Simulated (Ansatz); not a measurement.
Stepwise reaction of `[SH][GeH]([Cl])[Cl]` with methanol, as a gas-phase model of exchange steps in deposition or etching. ΔE in kJ/mol.

Gas-phase electronic energies from Ansatz, PBE0-D4/def2-TZVP geometries. CBS: MP2 limit from def2 TZ/QZ plus the TZ coupled-cluster correction, frozen cores. This one scheme is used for every species. DFT in def2-TZVPP. B3LYP here is the variant with VWN-RPA as its local correlation; programs differ in this. For Ge outer-core shells are correlated without core-valence functions, which leaves a few kJ/mol of doubt a bond. Scalar relativity is left out up to krypton. Each species was taken in one conformer, which may not be the lowest.

| step | reaction | PBE-D4 | B3LYP-D4 | ωB97M-V | CCSD(T)/CBS |
| --- | --- | --- | --- | --- | --- |
| 2 | `C[O][GeH]([SH])[Cl]` + CH₃OH → `C[O][GeH]([SH])[O]C` + HCl | 44.2 | 40.5 | 40.3 | 36.8 |

Problem. Give the row of step 1, `[SH][GeH]([Cl])[Cl]` + CH₃OH → `C[O][GeH]([SH])[Cl]` + HCl. (An estimate is asked.)

Solution. The calculation gave: 
| step | reaction | PBE-D4 | B3LYP-D4 | ωB97M-V | CCSD(T)/CBS |
| --- | --- | --- | --- | --- | --- |
| 1 | `[SH][GeH]([Cl])[Cl]` + CH₃OH → `C[O][GeH]([SH])[Cl]` + HCl | 30.9 | 28.4 | 28.9 | 26.0 |

Problem. By hand: ΔE of the 2 steps together at CCSD(T)/CBS.

Solution. (26.0) + (36.8) = 62.8 kJ/mol, or 31.4 kJ/mol a step.

In ΔE each step is higher than the one before. All are uphill at CCSD(T)/CBS. PBE-D4 differs from CCSD(T)/CBS by 4.9 to 7.4 kJ/mol a step. Isolated molecules leave out the surface, adducts and barriers. Largest T1 diagnostic: 0.012.
